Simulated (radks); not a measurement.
Values are calculated unless marked as measured or tabulated.
Question: I XLVIII, 6 electrons, occupied as [He] 2s2 2p2 (the NIST ground configuration). Level of theory: scalar-relativistic Kohn-Sham, PBE, spin-polarised, spherical densities, finite nucleus; open shells are filled with parallel spins first (spin-orbit coupling, left out, can overturn this in heavy ions); Fermi nuclear charge, rms radius 4.75 fm (a radial shooting solver on a logarithmic mesh with Libxc functionals). Some entries of the table are withheld. Estimate them.

orbital  occ.  eigenvalue (eV)  r(max) (bohr)  <1/r> (bohr^-1)
1s up       1        -37194.83        0.01752            56.94
1s down     1        -37168.24        0.01751            56.98
2s up       1              (1)        0.09635            13.71
2s down     1              (2)        0.09651            13.66
2p up       2        -8298.688        0.07649              (3)
2p down     0        -8242.933        0.07667              (4)

Answer: 
(1) 2s up eigenvalue (eV): -8709.822
(2) 2s down eigenvalue (eV): -8662.908
(3) 2p up <1/r> (bohr^-1): 13.07
(4) 2p down <1/r> (bohr^-1): 13.04
